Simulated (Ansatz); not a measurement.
Ideal-gas functions of BrClFH2NSi (`N[Si](F)(Cl)Br`) at 400 K and 1 bar, from an Ansatz frequency run at PBE0-D4/def2-TZVP.

Molar mass 178.46 g/mol, point group C1 (symmetry number 1), electronic degeneracy 1, moments of inertia 181.312, 411.094, 456.313 u Å². Harmonic wavenumbers (cm⁻¹, unscaled): 116, 136, 216, 243, 256, 279, 295, 442, 573, 830, 868, 979, 1567, 3627, 3730.

Use S(trans) = R[1.5 ln M + 2.5 ln T − 1.1517]; rotational temperatures θ = 24.2544 K / I; S(rot) = R[ln(√π/σ · √(T³/θAθBθC)) + 1.5]; for each mode x = 1.438777 ν̃/T, S = R[x/(eˣ − 1) − ln(1 − e⁻ˣ)] and H = RT x/(eˣ − 1); 1 cm⁻¹ = 0.0119627 kJ/mol; R = 8.31446 J/(mol·K).

Problem. By hand: the entropy, in J/(mol·K).

Solution. Translation 179.6. Rotation: θ = 0.1338, 0.059, 0.0532 K, giving 124.3. Vibration, mode by mode: 15.64, 14.34, 10.62, 9.69, 9.29, 8.63, 8.20, 5.28, 3.63, 1.75, 1.57, 1.14, 0.20, 0.00, 0.00, in all 90.0. Electronic 0.0. Sum 393.9 J/(mol·K).

Problem. By hand: H − E and G − E in kJ/mol, counted from the electronic energy.

Solution. Zero-point energy ½ × 14157 × 0.0119627 = 84.7; thermal vibration 19.2; translation, rotation and pV give 4 RT = 13.3. H − E = 117.2 kJ/mol, and G − E = 117.2 − 400 × 393.9/1000 = -40.4 kJ/mol.

Vibration gives 23 % of the entropy, 30.0 J/(mol·K) of it from the modes under 150 cm⁻¹: soft modes count most, and the harmonic formula is weakest for them. The sum counts one conformer and one mirror image; others add a mixing term.
